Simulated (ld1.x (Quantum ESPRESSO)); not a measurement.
**What one change does to a pseudopotential (Cd (Z = 48), TM)**

```
Element                 : Cd (Z = 48)
Generator               : ld1.x (Quantum ESPRESSO) 7.5
Type                    : norm-conserving Troullier–Martins (Kleinman–Bylander form)
Functional              : PBE
Relativity              : scalar-relativistic
Frozen core             : [Ar] 3d10
Valence charge          : 20
Reference configuration : 4s2 4p6 4d9 5s0 5p0 (charge +3)
Partial waves           : 4s (bound): rc 1.55 bohr; 4p (bound): rc 1.40 bohr; 4f channel at 0.25 Ry: rc 1.20 bohr; 4d (bound): rc 1.00 bohr
Local potential         : the d channel
Core correction         : none
```

Change: all radii scaled by about 1.28 (s 1.98, p 1.80, d 1.28, f 1.54 bohr).

Cutoffs: the cutoffs (Ry, on a coarse ladder) from which the occupation-weighted sum of valence levels, in a spherical-Bessel basis at the reference potential, stays within 10 and 1 mRy of its value at 400 Ry; they do not see the model core or the augmentation charge, which bear on the density cutoff. Errors are all-electron minus pseudo energies relative to the spin-unpolarised reference configuration.

Task: How do hardness, ghosts and transferability respond?

Result: The potential gets softer (110 Ry and 160 Ry → 90 Ry and 140 Ry); of the 7 tests that both files solve, the error grows in 7 and shrinks in 0 by more than 15 % and 0.3 meV (median size 1776.6 → 3899.8 meV); neither file shows a bound ghost at the reference potential, the only one tested. A larger radius leaves more room for a smooth pseudo-wave, so fewer plane waves are needed. More of the atom is replaced by a form fitted at one configuration, so other configurations suffer.

```tsv
quantity	base	changed
cutoff, loose	110 Ry	90 Ry
cutoff, tight	160 Ry	140 Ry
loose cutoff by channel (10 mRy a level)	s 40 Ry, p 35 Ry, d 70 Ry	s 18 Ry, p 35 Ry, d 70 Ry
bound ghosts	none	none
error for 4s2 4p6 4d10 5s2 5p0, meV [ΔE -64.41 eV]	+2771	+6091
error for 4s2 4p6 4d10 5s1 5p0, meV [ΔE -55.14 eV]	+1777	+3900
error for 4s2 4p6 4d10 5s0 5p0, meV [ΔE -38.01 eV]	+8.3	+9.8
error for 4s2 4p6 4d10 5s0 5p2, meV [ΔE -54.74 eV]	+103	+157
error for 4s2 4p6 4d10 5s1.5 5p0, meV [ΔE -60.70 eV]	+2360	+5179
error for 4s2 4p6 4d8 5s0 5p0, meV [ΔE 54.06 eV]	+1.5	+2.3
error for 4s2 4p6 4d9 5s2 5p1, meV [ΔE -51.76 eV]	+3915	+8296
```

Base: These tests converged, but a pseudo level misses the all-electron one widely, so the file describes the atom poorly there or has found another state: 4s2 4p6 4d10 5s0 5p0: empty 5s by 2.2 eV; 4s2 4p6 4d8 5s0 5p0: empty 5s by 4.7 eV. Changed file: These tests converged, but a pseudo level misses the all-electron one widely, so the file describes the atom poorly there or has found another state: 4s2 4p6 4d10 5s2 5p0: 4d by 2.7 eV (a node warning on the way); 4s2 4p6 4d10 5s1 5p0: 5s by 3.0 eV; 4s2 4p6 4d10 5s0 5p0: empty 5s by 4.9 eV; 4s2 4p6 4d10 5s0 5p2: empty 5s by 2.4 eV; 4s2 4p6 4d10 5s1.5 5p0: 5s by 2.2 eV; 4s2 4p6 4d8 5s0 5p0: empty 5s by 9.4 eV; 4s2 4p6 4d9 5s2 5p1: 4d by 2.9 eV.
